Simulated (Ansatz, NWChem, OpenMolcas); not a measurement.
## How methods differ on CBr2F2 (SMILES FC(F)(Br)Br)

The species is CBr2F2 (5 atoms), meant as a singlet with charge 0. SMILES: `FC(F)(Br)Br`. Geometry: relaxed at PBE0-D4/def2-TZVP.

Quantity: the atomisation enthalpy at 298 K, in kJ/mol. The values are calculated. The thermal term (zero-point and 298 K enthalpy, harmonic and unscaled) is that of PBE0-D4/def2-TZVP; the spin-orbit lowering of the free atoms at 298 K, 32.0 kJ/mol by their spectra, is taken off.

**What was measured.** Active Thermochemical Tables gives the atomisation enthalpy at 298 K of the gas as 1484 kJ/mol.

| level | kind | program | value (kJ/mol) | computed − measured | CPU time (all runs) |
| --- | --- | --- | --- | --- | --- |
| HF/cc-pVDZ | Hartree–Fock | NWChem | 794 | -690 | 3.6 min |
| SVWN5/cc-pVDZ | LDA | NWChem | 1903 | +419 | 2.3 min |
| BLYP/cc-pVDZ | GGA | Ansatz | 1465 | -19 | 8.7 s |
| M06-L/cc-pVDZ | meta-GGA | OpenMolcas | 1427 | -57 | 51 s |
| B3LYP/cc-pVDZ | global hybrid | Ansatz | 1416 | -68 | 9.8 s |
| wB97X/cc-pVDZ | range-separated hybrid | Ansatz | 1441 | -43 | 29 s |
| PBE-QIDH/cc-pVDZ | double hybrid | Ansatz | 1392 | -92 | 13 s |
| RPA@PBE/cc-pVDZ | RPA | Ansatz | 1097 | -387 | 13 s |
| BCCD(T)/cc-pVDZ | coupled cluster or CI | Ansatz | 1291 | -193 | 38 s |

Nearest: BLYP/cc-pVDZ (-19 kJ/mol); farthest: HF/cc-pVDZ (-690 kJ/mol). Computed less measured by kind, in kJ/mol (cc-pVDZ rows): Hartree–Fock -690; LDA +419; GGA -19; meta-GGA -57; global hybrid -68; range-separated hybrid -43; double hybrid -92; RPA -387; coupled cluster or CI -193. In a finite basis correlated wave-function methods underbind, so their errors here aren't those of the basis-set limit. All-electron rows without a relativistic Hamiltonian named are non-relativistic. In the correlated wave-function rows the outer d shell of Br is correlated, in sets not made for it. Times are those of the runs behind each value, whatever else they computed, on shared processors of several kinds: orders of magnitude only.
